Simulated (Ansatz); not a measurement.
Steps of a relaxation of `Cl[Si](Cl)(Cl)[SnH2][Si](Cl)(Cl)Cl` with RKS PBE-D4/def2-SVP.

```sh
$ ansatz run in.yaml --threads 4 --pin off --events-out ev --progress --plain --max-ram 66560MiB --backend cuda --devices 0, --max-vram 37GiB
```

```yaml
crystal:
  periodic: [false, false, false]
  atoms:
    - {symbol: Cl, position_ang: [-2.920600, -0.276800, 0.763800]}
    - {symbol: Si, position_ang: [-1.241500, 0.671100, 1.502300]}
    - {symbol: Cl, position_ang: [-1.213000, 2.679100, 0.885300]}
    - {symbol: Cl, position_ang: [-1.164500, 0.579500, 3.590400]}
    - {symbol: Sn, position_ang: [0.780900, -0.527600, 0.585500]}
    - {symbol: Si, position_ang: [0.715000, -0.338800, -1.902700]}
    - {symbol: Cl, position_ang: [0.773900, 1.664600, -2.456800]}
    - {symbol: Cl, position_ang: [-1.003200, -1.229900, -2.614500]}
    - {symbol: Cl, position_ang: [2.381800, -1.319000, -2.668400]}
    - {symbol: H, position_ang: [2.236200, 0.243400, 1.230800]}
    - {symbol: H, position_ang: [0.720500, -2.202500, 1.104800]}
basis:
  gaussian: {orbitals: def2-SVP}
hamiltonian: {xc: pbe, dispersion: d4}
relax: {f_tol: 0.03, max_steps: 200}
```

Positions (Å) and forces (eV/Å) along the path, 5 of 5 steps:

```xyz
11
step=1 energy=-96696.6491 eV
Cl   -2.921   -0.277    0.764   -0.234    0.052    0.059
Si   -1.242    0.671    1.502    0.133    0.487    0.210
Cl   -1.213    2.679    0.885   -0.123   -0.418    0.173
Cl   -1.165    0.580    3.590   -0.199    0.076   -0.234
Sn    0.781   -0.528    0.586    0.753   -0.280    0.902
Si    0.715   -0.339   -1.903    0.276    0.117   -0.419
Cl    0.774    1.665   -2.457   -0.044   -0.155   -0.047
Cl   -1.003   -1.230   -2.615   -0.130   -0.015   -0.156
Cl    2.382   -1.319   -2.668   -0.059    0.043   -0.134
H     2.236    0.243    1.231   -0.398   -0.237   -0.213
H     0.721   -2.203    1.105    0.024    0.331   -0.141
11
step=2 energy=-96696.7214 eV
Cl   -3.025   -0.191    0.899    0.113   -0.053   -0.030
Si   -1.267    0.680    1.578   -0.042    0.117    0.018
Cl   -1.300    2.673    0.987    0.073   -0.093   -0.007
Cl   -1.299    0.631    3.659    0.055   -0.029   -0.084
Sn    0.840   -0.524    0.645   -0.483    0.025   -0.420
Si    0.785   -0.381   -1.960    0.002    0.046    0.117
Cl    0.813    1.605   -2.553    0.026    0.046    0.027
Cl   -0.943   -1.230   -2.728   -0.018   -0.048    0.062
Cl    2.421   -1.341   -2.815   -0.044    0.016    0.069
H     2.263    0.193    1.218    0.330    0.217    0.158
H     0.777   -2.171    1.089   -0.013   -0.245    0.091
11
step=3 energy=-96696.7494 eV
Cl   -2.949   -0.239    0.771   -0.015   -0.004   -0.010
Si   -1.243    0.675    1.511    0.143   -0.100    0.020
Cl   -1.213    2.639    0.853   -0.005    0.022   -0.005
Cl   -1.322    0.660    3.585   -0.036    0.026    0.018
Sn    0.866   -0.569    0.667   -0.042    0.032   -0.029
Si    0.733   -0.344   -1.908    0.073   -0.047    0.127
Cl    0.745    1.658   -2.444   -0.001    0.015   -0.009
Cl   -1.022   -1.198   -2.605   -0.018   -0.004   -0.005
Cl    2.344   -1.290   -2.813   -0.003    0.005   -0.043
H     2.303    0.188    1.269   -0.086   -0.031   -0.038
H     0.821   -2.236    1.133   -0.010    0.085   -0.026
11
step=4 energy=-96696.7534 eV
Cl   -2.930   -0.252    0.752    0.012    0.002    0.010
Si   -1.230    0.664    1.511   -0.025    0.012    0.026
Cl   -1.194    2.626    0.839    0.001   -0.010    0.009
Cl   -1.353    0.676    3.585    0.000    0.000   -0.029
Sn    0.869   -0.568    0.668    0.016   -0.010    0.012
Si    0.739   -0.346   -1.895    0.011   -0.005   -0.036
Cl    0.746    1.660   -2.423    0.008   -0.013    0.001
Cl   -1.031   -1.189   -2.573    0.014    0.002    0.004
Cl    2.328   -1.287   -2.846   -0.023    0.013    0.011
H     2.296    0.190    1.270   -0.003    0.008   -0.005
H     0.826   -2.229    1.133   -0.009    0.000   -0.004
11
step=5 energy=-96696.7538 eV
Cl   -2.932   -0.258    0.763    0.000    0.001    0.002
Si   -1.234    0.664    1.516    0.002   -0.001   -0.001
Cl   -1.203    2.626    0.846   -0.002   -0.001    0.001
Cl   -1.351    0.674    3.589    0.000    0.000    0.000
Sn    0.867   -0.565    0.665    0.000   -0.001    0.000
Si    0.743   -0.347   -1.900    0.000    0.000    0.002
Cl    0.764    1.658   -2.432    0.001   -0.001   -0.001
Cl   -1.030   -1.184   -2.577    0.001    0.002   -0.001
Cl    2.327   -1.298   -2.845    0.000   -0.001    0.000
H     2.293    0.197    1.266    0.000    0.004   -0.001
H     0.822   -2.225    1.129   -0.003   -0.001   -0.001
```

It took 10 s on 4 threads of an AMD EPYC 7R13 on a shared host and a share of an NVIDIA H100 80 GB, with 0.85 GiB of host memory at the peak.
